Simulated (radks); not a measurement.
Q: The table gives one normalised radial function P(r) = r R(r) (large component) of Kr21+ in [Ne] 3s2 3p2 4s1 (r in bohr). Calculated with a radial shooting solver on a logarithmic mesh with Libxc functionals: Dirac Kohn-Sham, LDA (Slater exchange, Perdew-Wang correlation), spin-unpolarised, spherical densities, finite nucleus; open shells fill j = l - 1/2 first; Fermi nuclear charge, rms radius 4.1884 fm.

| r | P |
|---|---|
| 0.001572 | 0.0017 |
| 0.002254 | 0.0034 |
| 0.00323 | 0.0069 |
| 0.00463 | 0.0137 |
| 0.006637 | 0.0269 |
| 0.009589 | 0.0530 |
| 0.01374 | 0.1003 |
| 0.0197 | 0.1839 |
| 0.02824 | 0.3216 |
| 0.04047 | 0.5249 |
| 0.05801 | 0.7727 |
| 0.08315 | 0.9664 |
| 0.1192 | 0.8992 |
| 0.1708 | 0.3397 |
| 0.2448 | -0.6746 |
| 0.3509 | -1.5469 |
| 0.5071 | -1.5050 |
| 0.7268 | -0.7241 |
| 1.042 | -0.1485 |
| 1.493 | -0.0095 |
| 2.14 | -0.0001 |

Which n and l does it have? It may be an empty orbital.

A: n = 3, l = 1: the number of nodes gives n - l - 1 = 1, the rise at small r points to l (this Dirac orbital starts outside the nucleus as r^gamma with gamma = sqrt((l + 1)^2 - (Z/c)^2) = 1.98; the j = 3/2 orbital of l + 1 starts with the same power, but with a smaller coefficient, and then steepens), and the extent must fit the shell. The curve is that of 3p3/2; the two j differ most near the nucleus, where j = l - 1/2 has the larger amplitude, and in heavy atoms j = l - 1/2 is also the more compact. 3p3/2 (empty): eigenvalue -927.84 eV, 1 radial node at r = 0.195 bohr, <r> = 0.447 bohr, 90 % of the charge inside 0.662 bohr.
